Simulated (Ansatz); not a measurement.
H2O3P (SMILES O=[P](O)O), doublet, geometry from GFN2-xTB; B3LYP/6-31G (Ansatz, an electronic-structure program).

Here is a job for Ansatz.
Ansatz 0.2 input:
```yaml
crystal:
  periodic: [false, false, false]
  atoms:
    - {symbol: O, position_ang: [1.42718126, -0.12789258, 0.47029264]}
    - {symbol: P, position_ang: [0.19930597, 0.02167538, -0.31483825]}
    - {symbol: O, position_ang: [-0.89924470, -1.16220642, 0.03202880]}
    - {symbol: O, position_ang: [-0.64801295, 1.33248530, 0.10149129]}
    - {symbol: H, position_ang: [-0.49333564, -2.02094206, 0.15200511]}
    - {symbol: H, position_ang: [-1.53564298, 1.35672076, -0.25993306]}
basis:
  gaussian:
    orbitals: 6-31G
    point_charges:
      - {charge: 1.0, position_ang: [2.7913, 0.4363, -3.7549]}
hamiltonian:
  xc: b3lyp
magnetization: {spin_polarized: true, initial_magnetization: 1}
```

### Question
What does Ansatz print? Leave out banner, timings and long lists.

### Answer

```
Functional definition: B3LYP
429 factors; integrals over basis functions are off by at most 2.8e-4 eV
mean field evaluation 1: about -15445.1518 eV, gradient 5.6e1 eV
mean field evaluation 2: about -15410.3276 eV, gradient 1.0e2 eV
mean field evaluation 4: about -15456.6751 eV, gradient 4.9e0 eV
mean field evaluation 8: about -15456.8786 eV, gradient 5.2e-1 eV
mean field evaluation 16: about -15456.8801 eV, gradient 1.7e-4 eV
mean field -15456.88008627 eV, -568.0298661206 hartree, gradient 9.0e-6 eV, S^2 0.754452; 0 other end points of the search recorded, 0 dependent functions left out
reference -15456.88025641 eV, -568.0298723734 hartree; 21, 20 occupied and 23, 24 virtual orbitals, 429 factors
Total energy: -15456.88025641 eV, -568.0298723734 hartree
```
